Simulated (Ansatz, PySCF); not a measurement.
Gas-phase reaction in SMILES: [BH3-][NH2+] (BNH5) -> [BH3-]N (an electron is taken up)

Wanted: adiabatic electron affinity (0 K, with zero-point energies), in eV. Positive where the reaction releases energy. Conventions: valence correlation only; 6-31G* and kin with 6d, 5d where marked; UHF or UKS for open shells; no dispersion term unless named; LANL2DZ all-electron up to Ne; no spin-orbit coupling; non-relativistic; 6-311+G** with 5d. Basis-set limits of correlation are two-point, X^-3; Hartree-Fock from the larger set. [CCSD(T)-MP2]/basis is that difference in the basis named. Ab initio and DFT rows: single points at B3LYP-D3(BJ) geometries (Ansatz, a quantum-chemistry and plane-wave program), with unscaled harmonic terms from B3LYP/6-31G* (Ansatz) at its own minima. Anions need diffuse functions, which STO-3G, LANL2DZ, def2-SVP, cc-pVDZ and Pople sets without + lack.

Coupled cluster (Ansatz) is a level with limits of its own, used here on species with T1 under 0.025 (0.045 for open shells) and stable references: RI-MP2/CBS(aug-cc-pVTZ,aug-cc-pVQZ)+[CCSD(T)-MP2]/aug-cc-pVTZ.

Value to compare with, RI-MP2/CBS(aug-cc-pVTZ,aug-cc-pVQZ)+[CCSD(T)-MP2]/aug-cc-pVTZ (Ansatz): 2.30 eV.

```
level               program  adiabatic electron affinity (0 K, with zero-point energies) (eV)  difference
------------------  -------  ----------------------------------------------------------------  ----------
HF/3-21G             Ansatz                                                              0.80       -1.50
HF/6-31G*            Ansatz                                                              1.07       -1.23
PBE/STO-3G           Ansatz                                                             -1.54       -3.84
PBE/3-21G            Ansatz                                                              0.87       -1.43
PBE/6-31G*           Ansatz                                                              1.18       -1.12
B3LYP/STO-3G         Ansatz                                                             -1.16       -3.46
B3LYP/3-21G          Ansatz                                                              1.10       -1.20
B3LYP/LANL2DZ        Ansatz                                                              1.41       -0.89
B3LYP/6-31G*         Ansatz                                                              1.42       -0.88
B3LYP/6-31G**        Ansatz                                                              1.41       -0.89
B3LYP/def2-SVP       Ansatz                                                              1.57       -0.73
M06-2X/6-31G* (5d)    PySCF                                                              1.65       -0.65
M06-2X/6-311+G**      PySCF                                                              2.09       -0.21
MP2/LANL2DZ          Ansatz                                                              1.38       -0.92
wB97X-V/def2-TZVPD   Ansatz                                                              2.09       -0.21
```

Among the 14 habitual levels, PBE/STO-3G lies farthest from RI-MP2/CBS(aug-cc-pVTZ,aug-cc-pVQZ)+[CCSD(T)-MP2]/aug-cc-pVTZ (Ansatz) (-3.84 eV) and M06-2X/6-311+G** nearest (-0.21); 0 of 14 lie above it, and their mean absolute difference is 1.35 eV, the median 1.02. One case shows no general order.

The levels are drawn from those run, B3LYP/6-31G* more often than the rest, none by its result; left out are runs that failed, that the program found above a lower state of the same kind, or whose <S^2> lies over 0.5 above the pure value.
